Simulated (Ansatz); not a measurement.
A nudged elastic band was laid between two geometries of CH₄N₂Si (8 atoms, charge 0, multiplicity 1).

Theory: Ansatz 0.2.0, RKS PBE0-D4/cc-pVDZ.

- movable images: 5
- climbing image: yes
- spring: 5.0 eV/Å²
- optimiser: quadratic models (default)
- start path: through a guess of the saddle point
- force threshold: 0.05 eV/Å
- iteration limit: 60
- end points: relaxed

First end point:

```xyz
8
Properties=species:S:1:pos:R:3
N -0.399 1.584 -0.151
C 0.107 0.349 0.044
N 1.280 -0.051 0.417
Si 0.132 -1.440 0.205
H 0.272 2.343 -0.234
H -1.244 1.669 -0.697
H 0.277 -2.324 -0.988
H -0.423 -2.130 1.405
```

Last end point:

```xyz
8
Properties=species:S:1:pos:R:3
N -0.927 1.703 -0.456
C -0.316 0.635 -0.161
N 0.957 0.359 0.255
Si 0.111 -1.172 0.154
H 1.734 0.991 0.425
H -1.891 1.494 -0.728
H 0.524 -2.125 -0.922
H -0.192 -1.884 1.433
```

Q: What changes between the two ends?

A: Bonds broken: N1–H5. Bonds formed: N3–H5.

Q: Give the energies along the band, and the barrier.

A: It converged. The highest image is number 3 of 0 to 6, 2.40 eV above the first end and 2.17 eV above the last; the last end lies 0.23 eV above the first. Neighbouring images differ by up to 1.4 eV, so the band resolves the path poorly. A vibrational analysis at the climbing image gives one clearly imaginary mode, 1884i cm⁻¹: a first-order saddle point. The orbitals stay closed-shell, which can raise the energy where a bond breaks towards radicals; this wasn't checked here.

| image | path coordinate (Å) | energy (eV) | N1–H5 (Å) | N3–H5 (Å) |
| --- | --- | --- | --- | --- |
| 0 | 0.00 | 0.00 | 1.02 | 2.68 |
| 1 | 0.51 | 0.15 | 1.01 | 2.38 |
| 2 | 1.02 | 1.00 | 1.06 | 1.86 |
| 3 | 1.53 | 2.40 | 1.41 | 1.33 |
| 4 | 2.03 | 1.35 | 1.93 | 1.05 |
| 5 | 2.53 | 0.49 | 2.47 | 1.02 |
| 6 | 3.04 | 0.23 | 2.89 | 1.02 |

Q: What is the geometry of the highest image?

A: 
```xyz
8
Properties=species:S:1:pos:R:3
N -0.512 1.645 -0.332
C -0.310 0.370 -0.141
N 0.967 0.204 0.289
Si 0.178 -1.359 0.196
H 0.819 1.513 0.113
H -1.391 2.036 -0.656
H 0.503 -2.324 -0.902
H -0.254 -2.083 1.433
```

The run took 2.4 min on 1 CPU thread of a shared host.
